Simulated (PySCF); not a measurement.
methyltin triiodide (CH₃I₃Sn), SMILES [CH3][Sn]([I])([I])[I]. Atoms are numbered in the order given.

```xyz
8

C      0.0000     0.0000     2.7539
Sn     0.0000     0.0000     0.5933
I      2.2069     1.2741    -0.3489
I      0.0000    -2.5483    -0.3489
I     -2.2069     1.2741    -0.3489
H      0.0000     1.0440     3.0942
H     -0.9041    -0.5220     3.0942
H      0.9041    -0.5220     3.0942
```
Charge 0, spin multiplicity 1.

The structure is a stationary point at B3LYP-D3(BJ)/def2-SVP. The def2 effective core potentials stand for the cores of I, Sn; spin–orbit coupling is left out.

Method: PySCF with HF/def2-TZVP.

Symmetry labels are those of the subgroup Cs that the program uses (full group C3v).

Computed valence orbital energies around the gap with their symmetry:
```csv
orbital,symmetry,energy (eV)
HOMO−7,A",-11.94
HOMO−6,A',-11.94
HOMO−5,A',-10.62
HOMO−4,A",-10.62
HOMO−3,A',-10.34
HOMO−2,A",-10.23
HOMO−1,A',-10.23
HOMO,A",-10.13
LUMO,A',0.18
LUMO+1,A',2.28
LUMO+2,A",2.28
LUMO+3,A',2.77
```
